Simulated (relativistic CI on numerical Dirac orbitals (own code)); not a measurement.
## Level scheme of Al⁺

Computed by Dirac-Coulomb-Breit CI, separate exchange-only KLI orbitals for each configuration, model QED, valence Slater integrals scaled by 0.85, P86 correlation estimate, and configurations built on the next ion tied to the tabulated ionisation energy (semi-empirical) (own radial code, finite nucleus).

Configurations in the expansion (outside the closed core [Ne]): 3s2, 3s.3p, 3p2, 3s.4s, 3s.3d, 3s.4p, 3s.5s, 3s.4d, 3s.4f, 3d2, 3p.4s, 3p.3d, 3s.5p, 3s.5d, 3s.5f, 3s.5g, 4s2, 3d.4s. Levels of other configurations are missing.

| No. | Configuration | Term | J | E (eV) | % | Next component (%) | Landé g |
| --- | --- | --- | --- | --- | --- | --- | --- |
| 1 | 3s2 | 1S | 0 | 0.0000 | 96 | 4 3p2 1S |  |
| 2 | 3s.3p | 3P° | 0 | 4.4231 | 99 | 1 3p.3d 3P° |  |
| 3 | 3s.3p | 3P° | 1 | 4.4301 | 99 | 1 3p.3d 3P° | 1.501 |
| 4 | 3s.3p | 3P° | 2 | 4.4444 | 99 | 1 3p.3d 3P° | 1.501 |
| 5 | 3s.3p | 1P° | 1 | 7.2376 | 94 | 4 3p.3d 1P° | 1.000 |
| 6 | 3p2‡ | 1D | 2 | 10.5073 | 55 | 44 3s.3d 1D | 1.000 |
| 7 | 3s.4s | 3S | 1 | 11.3368 | 100 |  | 2.002 |
| 8 | 3p2‡ | 3P | 0 | 11.4176 | 99 | 1 3d2 3P |  |
| 9 | 3p2‡ | 3P | 1 | 11.4248 | 99 | 1 3d2 3P | 1.501 |
| 10 | 3p2‡ | 3P | 2 | 11.4390 | 99 | 1 3d2 3P | 1.501 |
| 11 | 3s.3d | 3D | 3 | 11.8043 | 100 |  | 1.334 |
| 12 | 3s.3d | 3D | 2 | 11.8045 | 100 |  | 1.167 |
| 13 | 3s.3d | 3D | 1 | 11.8047 | 100 |  | 0.499 |
| 14 | 3s.4s | 1S | 0 | 11.8775 | 99 | 1 3s.5s 1S |  |
| 15 | 3s.4p | 3P° | 0 | 13.0630 | 99 |  |  |
| 16 | 3s.4p | 3P° | 1 | 13.0647 | 99 |  | 1.501 |
| 17 | 3s.4p | 3P° | 2 | 13.0683 | 99 |  | 1.501 |
| 18 | 3s.4p | 1P° | 1 | 13.3341 | 95 | 3 3p.4s 1P° | 1.000 |
| 19 | 3s.3d | 1D | 2 | 13.5771 | 47 | 29 3p2 1D | 1.000 |
| 20 | 3p2‡ | 1S | 0 | 13.8036 | 91 | 4 3d2 1S |  |
| 21 | 3s.5s | 3S | 1 | 14.9437 | 100 |  | 2.002 |
| 22 | 3s.4d | 3D | 3 | 15.0478 | 100 |  | 1.334 |
| 23 | 3s.4d | 3D | 2 | 15.0479 | 100 |  | 1.167 |
| 24 | 3s.4d | 3D | 1 | 15.0481 | 100 |  | 0.499 |
| 25 | 3s.5s | 1S | 0 | 15.1619 | 99 | 1 3s.4s 1S |  |
| 26 | 3s.4f | 3F° | 2 | 15.3525 | 97 | 3 3p.3d 3F° | 0.666 |
| 27 | 3s.4f | 3F° | 3 | 15.3527 | 97 | 3 3p.3d 3F° | 1.083 |
| 28 | 3s.4f | 3F° | 4 | 15.3531 | 97 | 3 3p.3d 3F° | 1.251 |
| 29 | 3s.4f | 1F° | 3 | 15.3619 | 98 | 2 3p.3d 1F° | 1.000 |
| 30 | 3s.5p | 3P° | 0 | 15.6361 | 100 |  |  |
| 31 | 3s.5p | 3P° | 1 | 15.6368 | 100 |  | 1.501 |
| 32 | 3s.5p | 3P° | 2 | 15.6384 | 100 |  | 1.501 |
| 33 | 3s.5p | 1P° | 1 | 15.6868 | 96 | 3 3p.4s 1P° | 1.000 |
| 34 | 3s.4d | 1D | 2 | 15.7096 | 69 | 16 3s.5d 1D | 1.000 |
| 35 | 3s.5d | 3D | 3 | 16.5239 | 100 |  | 1.334 |
| 36 | 3s.5d | 3D | 2 | 16.5239 | 100 |  | 1.167 |
| 37 | 3s.5d | 3D | 1 | 16.5240 | 100 |  | 0.499 |
| 38 | 3s.5f | 3F° | 2 | 16.5715 | 91 | 8 3p.3d 3F° | 0.666 |
| 39 | 3s.5f | 3F° | 3 | 16.5721 | 91 | 8 3p.3d 3F° | 1.084 |
| 40 | 3s.5f | 3F° | 4 | 16.5730 | 92 | 8 3p.3d 3F° | 1.251 |
| 41 | 3s.5f | 1F° | 3 | 16.6032 | 98 | 2 3p.3d 1F° | 1.000 |
| 42 | 3s.5g | 3G | 4 | 16.6517 | 100 |  | 1.050 |
| 43 | 3s.5g | 3G | 5 | 16.6517 | 100 |  | 1.200 |
| 44 | 3s.5g | 3G | 3 | 16.6517 | 100 |  | 0.749 |
| 45 | 3s.5g | 1G | 4 | 16.6518 | 100 |  | 1.000 |

Energies count from the lowest computed level; ° marks odd parity. ‡ marks configurations that were not tied to measured data.

The mean weight of the leading LS term, summed over parents, in these 45 levels is 95 %, and that of the leading jj configuration (from the same eigenvectors) 80 %, so LS coupling describes them better.

Configurations that consist of the next ion and one excited electron were tied to the tabulated ionisation energy; Rydberg ones are usually within 1,000 to 3,000 cm⁻¹ and the lowest ones within about 6,000 (9,000 in d shells), while levels on excited terms of the next ion carry the error of that term, and the other configurations can be misplaced by 10,000 cm⁻¹ or more. Rates follow the energies as ν³ (E1, M1) or ν⁵ (E2), so rates, branching and lifetimes can be off by large factors. The fine structure of a lone outer electron comes out too small, for d and f at times inverted, and misplaced configurations move strength between like terms. 28 of the 29 excited levels that our extract of the measured tables holds in this range could be paired (the sources list more); they are missed by 765 cm⁻¹ on average and 2007 at most, and levels without a partner can miss by more.

LS names give the leading component of a level, which can be under half, so a name can repeat, a term be missing and a line seem to break the LS rules.
